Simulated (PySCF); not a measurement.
A species of formula C6H9F3O2 has this rotational fingerprint, computed with PBE0-D3(BJ)/def2-SVP geometry optimisation, gas phase in PySCF:

```
Rotational constants : A = 2084, B = 541.6, C = 498.9 MHz
Dipole components    : |μa| = 2.68 D, |μb| = 0.19 D, |μc| = 1.29 D
Inertial defect      : -162.82 u·Å²
κ                    : -0.95
```

Question: Which structure is it? (One computed conformer of each.)
A. `[CH3:1][O:2]/[C:3]([CH3:4])=[CH:5]/[CH2:6][O:7][C:8]([F:9])([F:10])[F:11]` with C1–O2–C3–C4 180°, C3–C5–C6–O7 81°, C5–C6–O7–C8 82°
B. `[CH3:1][O:2][C:3](=[O:4])[C@H:5]([CH3:6])[CH2:7][C:8]([F:9])([F:10])[F:11]` with C1–O2–C3–O4 1°, O2–C3–C5–C6 -103°, C3–C5–C7–C8 -75°

Answer: A. It is CO/C(C)=C/COC(F)(F)F, a near-prolate asymmetric top, point group C1. The candidates at the same level (rigid rotor, commonest isotopes):

```
                  SMILES  A (MHz)  B (MHz)  C (MHz)  μa (D)  μb (D)  μc (D)  Δ (u·Å²)  point group                        rotor
COC(=O)[C@H](C)CC(F)(F)F     1651    728.8    624.4    1.60    1.44    1.15   -190.22           C1               asymmetric top
    CO/C(C)=C/COC(F)(F)F     2084    541.6    498.9    2.68    0.19    1.29   -162.82           C1  near-prolate asymmetric top
```

`COC(=O)[C@H](C)CC(F)(F)F` has B 35 % too high. No structure here is proved a minimum.
